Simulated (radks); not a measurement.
The numbers below are computed, except where a source is named.
Species: Bi X. Configuration: [Xe] 4f14 5d6.

Level of theory: scalar-relativistic Kohn-Sham, PBE, spin-unpolarised, spherical densities, point nucleus (a radial shooting solver on a logarithmic mesh with Libxc functionals).

Energy parts (hartree):
part                       energy
total                 -21508.1216
kinetic                24409.6609
electron-nucleus      -53391.2657
Hartree                 7862.9965
exchange-correlation    -389.5134

Orbitals (lengths in bohr, moments of r in powers of bohr; <r^-3> diverges for s and p1/2; r(max) is where P^2 peaks):
orbital,occ.,eigenvalue (hartree),<r^2>,<1/r>,r(max),<r^-3>
1s,2,-3338.045,0.0003459,103.4,0.009652,-
2s,2,-604.0780,0.005240,24.28,0.05617,-
2p,6,-517.3670,0.004485,21.22,0.04691,31050
3s,2,-149.7780,0.03367,8.997,0.1584,-
3p,6,-125.0114,0.03501,8.111,0.1588,7238
3d,10,-100.1838,0.02901,7.604,0.1294,871.7
4s,2,-38.36881,0.1602,3.882,0.3557,-
4p,6,-30.25141,0.1838,3.482,0.3758,1795
4d,10,-20.98581,0.2052,3.135,0.3813,192.0
4f,14,-10.77936,0.2288,2.755,0.3415,39.65
5s,2,-10.81147,0.7447,1.675,0.7656,-
5p,6,-8.44841,0.9388,1.460,0.8489,371.2
5d,6,-5.70152,1.344,1.195,0.9851,31.55
6s,0,-4.44047,3.037,0.7988,1.595,-
6p,0,-3.70211,3.872,0.7025,1.811,98.13

The highest occupied level is 5d at -155.15 eV. The density falls to 0.001 e/bohr^3 at r = 2.45 bohr. Summed over all electrons, <r^2> = 22.47 bohr^2, which gives a Langevin (diamagnetic) susceptibility term of -17.8 x 10^-6 cm^3/mol. For comparison, the ionisation energy in NIST's Atomic Spectra Database is 161 eV (theoretical). In exact Kohn-Sham theory the highest level is minus the ionisation energy, but local and semilocal functionals leave it too shallow, through self-interaction and a potential that decays too fast; potentials with the right tail come closer.

Beside tabulated values, note that spin-unpolarised runs miss the spin-polarisation part of the exchange energy of open shells, and scalar-relativistic runs lack spin-orbit coupling.
